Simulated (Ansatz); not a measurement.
Conformers of `ClCCI`, each relaxed with PBE0-D4/def2-TZVP in Ansatz. CBS adds the triple-zeta coupled-cluster correction to the MP2 limit.

Elements past krypton have def2 core potentials. Outer-core shells of I are correlated without core-valence functions. Spin–orbit coupling is left out.

Not all of them had a frequency check.

Conformer A:

Cartesian coordinates in Å:
```
Cl -2.174 0.026 0.338
C -0.488 0.582 0.124
C 0.397 -0.608 -0.112
I 2.422 0.046 -0.370
H -0.481 1.267 -0.722
H -0.211 1.122 1.027
H 0.403 -1.290 0.735
H 0.132 -1.144 -1.020
```

Conformer B:

Z-matrix (Å, degrees):
```
C
C 1 1.503
Cl 1 1.776 2 112.8
H 1 1.089 2 111.9 3 121.1
H 1 1.092 2 109.1 3 -118.2
I 2 2.138 1 113.4 3 -67.8
H 2 1.088 1 111.9 3 52.1
H 2 1.089 1 110.0 3 174.4
```

Problem. Which is lowest in electronic energy at CCSD(T)/CBS (frozen core, def2 sets), and by how much? (Best estimate.)

Solution. Computed: A; B lies 7.2 kJ/mol higher.

Problem. Give the energies relative to A (kJ/mol) with B3LYP/def2-TZVPP, SCS-MP2/def2-TZVPP, HF/def2-QZVPP, MP2/def2-QZVPP, CCSD(T)/def2-QZVPP, MP2/CBS(def2), CCSD/CBS(def2). (Best estimate.)

Solution. The calculation gave: 
```csv
level,B
B3LYP/def2-TZVPP,9.5
SCS-MP2/def2-TZVPP,7.5
HF/def2-QZVPP,10.1
MP2/def2-QZVPP,6.9
CCSD(T)/def2-QZVPP,7.4
MP2/CBS(def2),6.7
CCSD/CBS(def2),7.2
```

B3LYP here is the variant with VWN-RPA as its local correlation; programs differ in this.
